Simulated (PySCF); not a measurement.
# Reading the logs of faulty runs: GeH7Si2

Calculated results; nothing here was measured. The program is PySCF 2.14.0, an open-source quantum chemistry code, run on an isolated molecule that a program drew, which may never have been made. The molecule is GeH7Si2 (charge 0, doublet), drawn as the SMILES string `[SiH3][GeH][SiH3]`.

Each row is a Hartree-Fock (HF) and frozen-core CCSD(T) single point in the cc-pV(D+d)Z basis, meant for a local HF minimum. Run 1 is clean. Each other run has one planted mistake out of seven kinds, and not every kind appears here: one electron removed, one electron added, multiplicity raised by two, geometry at a saddle point, minimal basis STO-3G, one bond length entered in bohr, all coordinates scaled. The reference is restricted for singlets and unrestricted otherwise, and also for a bond in bohr. Adding or removing an electron swaps singlet and doublet. Electrons count all cores. HOMO and LUMO are orbital energies over both spins, the gradient is its largest component, and the lowest frequency (negative if imaginary) is given only where the gradient is small. Bond lengths are over the 9 bonds as drawn. T1 is the CCSD diagnostic: over 0.02 (restricted) or 0.045 (unrestricted) a single reference is doubtful. Germanium has the cc-pVDZ-PP basis, with a core potential (ECP10MDF) in place of its 10 inner electrons, and its 3s, 3p and 3d shells are frozen in CCSD(T).

Geometry of the clean run:
```xyz
10
GeH7Si2, angstrom
Si    1.8961    0.4098   -2.2121
Ge    0.4531   -0.6252   -0.5970
Si    0.8219   -0.1428    1.7255
H     1.9233    1.8694   -1.9616
H     1.3703    0.1578   -3.5733
H     3.2810   -0.1133   -2.1307
H     0.2963   -2.1339   -0.8510
H     2.0955   -0.7236    2.2143
H    -0.2937   -0.6981    2.5255
H     0.8685    1.3265    1.9067
```

```
run,electrons,basis functions,<S^2>,HOMO (eV),LUMO (eV),gradient (hartree/bohr),lowest frequency (cm^-1),mean bond (Å),longest bond (Å),T1,HF (hartree),CCSD(T) (hartree),mistake
1,67,104,0.759,-8.35,0.74,1.3e-05,71,1.6920,2.400,0.0132,-875.30234,-875.66503,no fault
2,67,104,1.409,-8.51,0.64,1.0e-02,-,1.8386,2.802,0.0392,-875.20279,-875.55710,one bond length entered in bohr
3,67,104,0.759,-8.34,0.79,1.9e-02,-,1.6413,2.328,0.0130,-875.29476,-875.65627,?
4,68,104,0.000,-1.07,7.84,3.3e-02,-,1.6920,2.400,0.0128,-875.30631,-875.69941,?
```

**Which mistake was planted in run 3, and what did it cost?**

The mean and the longest bond both change by the same factor, 0.970, and the gradient is no longer small. So the mistake is: all coordinates scaled. Subtracting run 1 and multiplying by 627.51 kcal/mol a hartree, the energy moved by 4.8 kcal/mol in HF and 5.5 kcal/mol in CCSD(T).

**Which mistake was planted in run 4, and what did it cost?**

It counts 68 electrons, one more than the clean run, at the same geometry and basis. So the mistake is: one electron added. Subtracting run 1 and multiplying by 627.51 kcal/mol a hartree, the energy moved by -2.5 kcal/mol in HF and -21.6 kcal/mol in CCSD(T).

